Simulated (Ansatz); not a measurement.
Ga₈N₈H₂₂⁻, a nanocrystal cut from wurtzite GaN (hydrogen-capped). Charge -1, multiplicity 2. Geometry r2SCAN-D4/def2-SVP, that of the neutral singlet; atoms count from 1.

```xyz
38

Ga   -2.730    1.895    1.690
N    -1.013    2.972    1.598
N    -2.042    0.166    0.966
Ga   -1.443    0.360   -0.897
Ga    0.667    2.071    1.005
N     0.242    1.387   -0.781
N    -0.901   -1.428   -1.510
Ga   -0.368   -1.403   -3.434
Ga    1.817    0.465   -1.492
N     1.238   -0.173   -3.294
Ga   -0.787   -0.620    2.229
N     0.833    0.454    2.072
N    -0.286   -2.368    1.392
Ga    0.455   -2.356   -0.467
Ga    2.447   -0.609    1.519
N     1.955   -1.113   -0.364
H    -3.727    2.548    0.670
H    -3.040    1.729    3.221
H    -1.171    3.784    0.993
H    -0.847    3.381    2.522
H    -2.875   -0.434    0.938
H    -2.494    1.052   -1.827
H     1.857    3.084    1.073
H     0.109    2.215   -1.374
H    -1.752   -2.004   -1.501
H    -1.446   -0.643   -4.283
H     0.213   -2.809   -3.829
H     3.104    1.342   -1.635
H     1.072    0.647   -3.885
H     2.034   -0.640   -3.738
H    -1.298   -0.858    3.688
H     1.079    0.748    3.024
H    -1.084   -3.008    1.436
H     0.424   -2.799    1.996
H     0.818   -3.813   -0.903
H     3.694    0.346    1.479
H     2.463   -1.936    2.380
H     2.784   -1.632   -0.677
```

Single mean-field runs in def2-TZVP are fitted with def2-universal-jkfit. The highest occupied level of the charge -1 doublet lies above zero (up to 1.68 eV). By energy differences it is unbound by 0.60 eV (vertical, against the charge 0 singlet, at PBE0-D4/def2-TZVP) and held by the finite basis.

Estimate the Mulliken populations of the heavy atoms from the PBE0/def2-TZVP orbitals of Ansatz.


```json
{"atom": "Ga1", "charge (e)": "0.00", "spin (α − β)": "0.23"}
{"atom": "N2", "charge (e)": "-0.42", "spin (α − β)": "-0.11"}
{"atom": "N3", "charge (e)": "-0.34", "spin (α − β)": "-0.07"}
{"atom": "Ga4", "charge (e)": "0.09", "spin (α − β)": "0.20"}
{"atom": "Ga5", "charge (e)": "0.24", "spin (α − β)": "0.05"}
{"atom": "N6", "charge (e)": "-0.40", "spin (α − β)": "-0.02"}
{"atom": "N7", "charge (e)": "-0.34", "spin (α − β)": "-0.07"}
{"atom": "Ga8", "charge (e)": "0.00", "spin (α − β)": "0.23"}
{"atom": "Ga9", "charge (e)": "0.24", "spin (α − β)": "0.05"}
{"atom": "N10", "charge (e)": "-0.42", "spin (α − β)": "-0.11"}
{"atom": "Ga11", "charge (e)": "0.20", "spin (α − β)": "0.13"}
{"atom": "N12", "charge (e)": "-0.43", "spin (α − β)": "-0.01"}
{"atom": "N13", "charge (e)": "-0.42", "spin (α − β)": "-0.09"}
{"atom": "Ga14", "charge (e)": "0.20", "spin (α − β)": "0.13"}
{"atom": "Ga15", "charge (e)": "0.17", "spin (α − β)": "0.00"}
{"atom": "N16", "charge (e)": "-0.43", "spin (α − β)": "-0.01"}
```
Mulliken values depend strongly on the basis.

Where does the spin sit?

Summed by element: Ga 1.02, N -0.47, H 0.46, of 1 unpaired in all. Largest on single atoms: Ga1 0.23, Ga8 0.23, Ga4 0.20.

And the Mayer bond orders between heavy atoms (over 0.3)?

Ga1–N2 0.59 (2.03 Å); Ga1–N3 0.70 (2.00 Å); N2–Ga5 0.71 (2.00 Å); N3–Ga4 0.75 (1.97 Å); N3–Ga11 0.81 (1.95 Å); Ga4–N6 0.72 (1.98 Å); Ga4–N7 0.75 (1.97 Å); Ga5–N6 0.81 (1.96 Å); Ga5–N12 0.83 (1.94 Å); N6–Ga9 0.81 (1.96 Å); N7–Ga8 0.70 (2.00 Å); N7–Ga14 0.81 (1.95 Å); Ga8–N10 0.59 (2.03 Å); Ga9–N10 0.71 (2.00 Å); Ga9–N16 0.83 (1.94 Å); Ga11–N12 0.79 (1.95 Å); Ga11–N13 0.66 (2.00 Å); N12–Ga15 0.72 (2.01 Å); N13–Ga14 0.66 (2.00 Å); Ga14–N16 0.79 (1.95 Å); Ga15–N16 0.72 (2.01 Å).
